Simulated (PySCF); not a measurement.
**C₆ coefficients of unlike pairs at PBE0**

Calculated with PySCF 2.14 from the dipole response of each species, C₆(A,B) = (3/π) ∫ α_A(iu) α_B(iu) du, in atomic units, from isotropic polarisabilities. For ions this is the dispersion term alone; charge-induced terms of lower order in 1/R come first.

```tsv
species	configuration	basis	relativity	α (bohr³)	C₆ (like pair)
Fe+	[Ar] 3d6 4s1 (6D)	x2c-QZVPPall with one added diffuse shell each of s, p, d, f, g type (12s8p6d5f3g)	spin-free X2C	26.50	132.8
Os(3+)	[Xe] 4f14 5d5 (6S)	def2-QZVPPD with the def2 core potential (60 electrons) (7s5p4d4f2g)	core potential	6.834	37.14
N+	[He] 2s2 2p2 (3P)	aug-cc-pCVTZ-DK (7s6p4d2f)	spin-free X2C	3.868	8.328
Si+	[Ne] 3s2 3p1 (2P)	dyall-av3z (19s12p3d2f)	none	19.02	100.4
```

(1) Estimate C₆ for Si+ with N+.

No spin-orbit coupling is included.

The other pairs:

| pair | C₆ |
| --- | --- |
| N+, Os(3+) | 17.33 |
| N+, Fe+ | 30.31 |
| Si+, Os(3+) | 52.97 |
| Os(3+), Fe+ | 59.72 |
| Si+, Fe+ | 113.8 |

## Answers

(1) The integral gives 27.03. The combination rule 2 C_A C_B / (C_A α_B/α_A + C_B α_A/α_B) gives 27.24 and the geometric mean 28.91.
